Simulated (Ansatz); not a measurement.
`FB(F)Cl` and `BPB(F)Cl` differ in one atom or group.

Ansatz, PBE0-D4/def2-TZVP geometries, multiplicity 1. Each molecule was computed in one conformer, which needn't be the lowest.

```csv
property,`FB(F)Cl`
HOMO–LUMO gap (B3LYP/def2-TZVPP) / eV,9.13
size of the dipole moment (PBE/def2-TZVPP) / D,0.23
HOMO–LUMO gap (ωB97M-V/def2-TZVPP) / eV,14.14
HOMO energy (B3LYP/def2-TZVPP) / eV,-9.61
HOMO–LUMO gap (PBE/def2-TZVPP) / eV,7.09
LUMO energy (PBE0/def2-TZVPP) / eV,-0.20
```

Task: What does the change do to each property? (Best estimate.)

Result: Ansatz gave: 
```
                                      property  `BPB(F)Cl`  shift
         HOMO–LUMO gap (B3LYP/def2-TZVPP) / eV        5.41  -3.72
size of the dipole moment (PBE/def2-TZVPP) / D        0.83   0.60
       HOMO–LUMO gap (ωB97M-V/def2-TZVPP) / eV        9.82  -4.32
           HOMO energy (B3LYP/def2-TZVPP) / eV       -7.59   2.02
           HOMO–LUMO gap (PBE/def2-TZVPP) / eV        3.90  -3.19
            LUMO energy (PBE0/def2-TZVPP) / eV       -2.00  -1.80
```

With PBE0 the HOMO rises by 2.09 eV and the LUMO falls by 1.80 eV, so the gap narrows by about 3.89 eV. PBE moves the HOMO by 1.55 eV and ωB97M-V by 2.37 eV. The zero-point energy changes by 74.0 kJ/mol with +12 modes. Dipoles are sizes alone; their direction can turn.

B3LYP here is the variant with VWN-RPA as its local correlation; programs differ in this.
